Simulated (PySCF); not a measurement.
Polarisability and C₆ of Ag (silver, neutral)

[Kr] 4d10 5s1, 2S determinant. Calculation: PySCF 2.14, in def2-QZVPPD with the def2 core potential (28 electrons); scalar relativity through the core potential. Coupled (time-dependent) response in atomic units; α is the mean over directions.

```tsv
method	mean α (bohr³)	C₆ (like pair)	S(−4)
UHF	82.34	683.9	6438
PBE	47.05	372.5	1600
PBE0	51.52	405.9	2054
BHandHLYP	53.32	414.5	2302
```

S(−4) is the Cauchy moment in α(ω) = α(0) + S(−4) ω² + …

Reference α: 55 ± 8 bohr³ (recommended; Schwerdtfeger and Nagle, table of static dipole polarizabilities (2023 update)). Published C₆: 341.0 (Gould and Bucko (2016)).

Hartree-Fock lies above the reference because it lacks correlation, which contracts the outer shell.

α(iu) at PBE:

| u (hartree) | α(iu) (bohr³) |
| --- | --- |
| 0 | 47.05 |
| 0.0500 | 43.46 |
| 0.100 | 35.98 |
| 0.200 | 23.52 |
| 0.300 | 16.71 |
| 0.500 | 10.42 |
| 0.750 | 6.998 |
| 1.00 | 5.173 |
| 1.50 | 3.251 |
| 2.00 | 2.259 |
| 3.00 | 1.274 |
| 5.00 | 0.5588 |

A single London oscillator, α(iu) = α/(1 + u²/ω²), gives C₆ = (3/4) ω α². Matching the computed C₆ needs ω = 4 × 372.5 / (3 × 47.05²) = 0.224 hartree.

Energies and moments cover only the electrons outside the core potential.
